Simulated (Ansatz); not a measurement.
Relaxation of AlClFH4NO (9 atoms, charge 0, multiplicity 1), to a largest force component of 0.03 eV/Å in at most 50 steps.

Theory: RKS PBE/def2-mTZVP in Ansatz 0.2.0.

```xyz
9
Properties=species:S:1:pos:R:3
Al 0.026 -0.225 0.148
N -0.026 -0.115 2.018
H -0.770 -0.603 2.519
H 0.844 -0.203 2.543
F 1.489 -0.087 -0.631
Cl -1.699 -0.824 -0.898
O -0.659 2.586 0.785
H -1.616 2.595 0.595
H -0.586 2.035 1.612
```

Problem. Where does it end, and by what steps?

Solution. It converged. After 13 steps the energy has fallen by 0.731 eV; O7 moved furthest, 0.55 Å. Joined: Al1–O7 (2.96 → 1.99 Å).

```
step  energy less start (eV)  largest force component (eV/Å)  accepted
   0                  0.0000                           1.494       yes
   1                 -0.1866                           0.989       yes
   2                 -0.4357                           1.261       yes
   3                 -0.6667                           0.664       yes
   4                 -0.7122                           0.376       yes
   5                 -0.7247                           0.140       yes
   6                 -0.7276                           0.064       yes
   7                 -0.7296                           0.065       yes
   8                 -0.7302                           0.163       yes
   9                 -0.7301                           0.169        no
  10                 -0.7308                           0.041       yes
  11                 -0.7308                           0.043       yes
  12                 -0.7309                           0.041       yes
  13                 -0.7309                           0.006       yes
```

```xyz
9
Properties=species:S:1:pos:R:3
Al -0.068 0.168 0.319
N -0.012 -0.123 2.114
H -0.708 -0.728 2.552
H 0.884 -0.292 2.572
F 1.366 0.230 -0.540
Cl -1.829 -0.467 -0.727
O -0.546 2.080 0.596
H -1.427 2.302 0.229
H -0.657 1.987 1.577
```

Run time: 22 s on 4 threads of Arm Neoverse V2, with other jobs on the host, peak memory 0.19 GiB.
